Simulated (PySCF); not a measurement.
Compound: C₃H₁₀Si₂.
Atom-mapped SMILES: `[CH2:1]1[CH2:2][SiH2:3][SiH2:4][CH2:5]1` (hydrogens: H6, H7 on C1; H8, H9 on C2; H10, H11 on Si3; H12, H13 on Si4; H14, H15 on C5)

The same species was optimised twice, with GFN2-xTB and with PBE0-D3(BJ)/def2-SVP (PySCF), and the same property calculations (PySCF, gas phase) were run on both structures.

```csv
coordinate,GFN2-xTB,PBE0-D3(BJ)/def2-SVP,change
Si3–Si4 (Å),2.312,2.346,+0.034
Si3–H11 (Å),1.468,1.496,+0.028
Si4–H12 (Å),1.469,1.497,+0.028
Si4–H13 (Å),1.468,1.495,+0.027
Si3–H10 (Å),1.470,1.497,+0.027
C2–H9 (Å),1.092,1.104,+0.012
C5–H14 (Å),1.092,1.104,+0.012
C2–H8 (Å),1.090,1.101,+0.011
C1–H7 (Å),1.094,1.105,+0.011
C5–H15 (Å),1.090,1.101,+0.011
C1–H6 (Å),1.095,1.104,+0.009
Si4–C5 (Å),1.915,1.909,-0.006
C1–C2 (Å),1.530,1.536,+0.006
C1–C5 (Å),1.530,1.536,+0.006
C2–Si3 (Å),1.915,1.910,-0.005
Si4–Si3–H11 (°),119.8,116.3,-3.5
Si3–Si4–H13 (°),119.8,116.5,-3.3
Si3–Si4–H12 (°),116.9,113.7,-3.2
C5–Si4–H13 (°),109.9,112.9,+3.0
Si4–Si3–H10 (°),116.9,113.9,-3.0
C2–Si3–H11 (°),109.9,112.8,+2.9
C2–Si3–H10 (°),109.5,111.8,+2.3
C5–Si4–H12 (°),109.5,111.7,+2.2
```

Rotational constants: A = 3594, B = 3291, C = 1894 MHz (GFN2-xTB) against A = 3583, B = 3228, C = 1876 MHz (PBE0-D3(BJ)/def2-SVP). Point groups within 0.08 Å: Cs and Cs. Atoms that the bonding makes alike are paired by their places after alignment.

On the GFN2-xTB structure: isotropic polarisability (au) 89.9 [PBE0/def2-SVPD]; HOMO (eV) -7.63 [PBE0/def2-SVPD]; LUMO (eV) 0.04 [PBE0/def2-SVPD]; dipole (D) 0.92 [PBE0/def2-SVPD]; HOMO (eV) -7.69 [PBE0/pcSseg-1]; LUMO (eV) 0.13 [PBE0/pcSseg-1]; dipole (D) 0.75 [PBE0/pcSseg-1]; GIAO shielding of C1 (ppm) 158.0 [PBE0/pcSseg-1]; GIAO shielding of C2/C5 (mean) (ppm) 172.4 [PBE0/pcSseg-1]; GIAO shielding of Si3/Si4 (mean) (ppm) 422.8 [PBE0/pcSseg-1]; C1s of C1 (eV) 290.48 [delta-SCF UKS SCAN, pcX-2 on the ionised atom, pcseg-1 elsewhere, spin-free X2C].

Task: What do these properties become on the PBE0-D3(BJ)/def2-SVP structure?

Result: 
```json
{"property": "isotropic polarisability (au)", "level": "PBE0/def2-SVPD", "on GFN2-xTB": "89.9", "on PBE0-D3(BJ)/def2-SVP": "92.1", "change": "+2.2"}
{"property": "HOMO (eV)", "level": "PBE0/def2-SVPD", "on GFN2-xTB": "-7.63", "on PBE0-D3(BJ)/def2-SVP": "-7.42", "change": "+0.21"}
{"property": "LUMO (eV)", "level": "PBE0/def2-SVPD", "on GFN2-xTB": "0.04", "on PBE0-D3(BJ)/def2-SVP": "0.10", "change": "+0.06"}
{"property": "dipole (D)", "level": "PBE0/def2-SVPD", "on GFN2-xTB": "0.92", "on PBE0-D3(BJ)/def2-SVP": "1.15", "change": "+0.23"}
{"property": "energy, GFN2-xTB geometry as zero (kcal/mol)", "level": "PBE0/def2-SVPD", "on GFN2-xTB": "0.0", "on PBE0-D3(BJ)/def2-SVP": "-2.0", "change": "-2.0"}
{"property": "HOMO (eV)", "level": "PBE0/pcSseg-1", "on GFN2-xTB": "-7.69", "on PBE0-D3(BJ)/def2-SVP": "-7.49", "change": "+0.20"}
{"property": "LUMO (eV)", "level": "PBE0/pcSseg-1", "on GFN2-xTB": "0.13", "on PBE0-D3(BJ)/def2-SVP": "0.27", "change": "+0.14"}
{"property": "dipole (D)", "level": "PBE0/pcSseg-1", "on GFN2-xTB": "0.75", "on PBE0-D3(BJ)/def2-SVP": "1.00", "change": "+0.25"}
{"property": "energy, GFN2-xTB geometry as zero (kcal/mol)", "level": "PBE0/pcSseg-1", "on GFN2-xTB": "0.0", "on PBE0-D3(BJ)/def2-SVP": "-1.7", "change": "-1.7"}
{"property": "GIAO shielding of C1 (ppm)", "level": "PBE0/pcSseg-1", "on GFN2-xTB": "158.0", "on PBE0-D3(BJ)/def2-SVP": "156.9", "change": "-1.1"}
{"property": "GIAO shielding of C2/C5 (mean) (ppm)", "level": "PBE0/pcSseg-1", "on GFN2-xTB": "172.4", "on PBE0-D3(BJ)/def2-SVP": "172.7", "change": "+0.3"}
{"property": "GIAO shielding of Si3/Si4 (mean) (ppm)", "level": "PBE0/pcSseg-1", "on GFN2-xTB": "422.8", "on PBE0-D3(BJ)/def2-SVP": "417.7", "change": "-5.1"}
{"property": "C1s of C1 (eV)", "level": "delta-SCF UKS SCAN, pcX-2 on the ionised atom, pcseg-1 elsewhere, spin-free X2C", "on GFN2-xTB": "290.48", "on PBE0-D3(BJ)/def2-SVP": "290.63", "change": "+0.15"}
```

The heavy atoms differ by 0.013 Å rms after alignment (one structure mirrored). Among all bonds Si3–Si4 changes most (+0.034 Å). Changes are differences of the printed values. Neither structure is proved a minimum here.
